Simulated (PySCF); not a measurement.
Compound: C₈H₇F₃S.
SMILES: `C=C(C)C(=S)C#CCC(F)(F)F`

Torsions of this conformer, `[CH2:1]=[C:2]([CH3:3])[C:4](=[S:5])[C:6]#[C:7][CH2:8][C:9]([F:10])([F:11])[F:12]`: C1–C2–C4–S5 180°, C7–C8–C9–F10 178°.

The closed-shell ground state was solved at several levels (PySCF, density fitting, gas phase, non-relativistic). One conformer (not necessarily the lowest) at the PBE0-D3(BJ)/def2-SVP geometry, without solvent, vibrations or thermal averaging.

```tsv
level	basis functions	HOMO (eV)	LUMO (eV)	gap (eV)	dipole (D)
PBE0/pcSseg-2	537	-6.62	-3.08	3.54	1.15
PBE0/pcSseg-1	246	-6.62	-3.06	3.56	1.21
```

Q: What might wB97X-D/def2-SVPD (312 basis functions) give for the same quantities?

A: HOMO -8.50 eV, LUMO -1.49 eV, gap 7.01 eV, dipole 1.17 D.

Q: Over all these levels, which gives the widest orbital gap and which the narrowest?

A: wB97X-D/def2-SVPD (range-separated hybrid) has the widest, 7.01 eV, and PBE0/pcSseg-2 (global hybrid, 25 % exact exchange) the narrowest, 3.54 eV. Functional and basis both differ between the two, so the spread mixes both effects.

Q: How far do the dipole and the HOMO energy spread over the levels?

A: The dipole runs from 1.15 to 1.21 D (mean 1.18 D) and the HOMO from -8.50 to -6.62 eV.
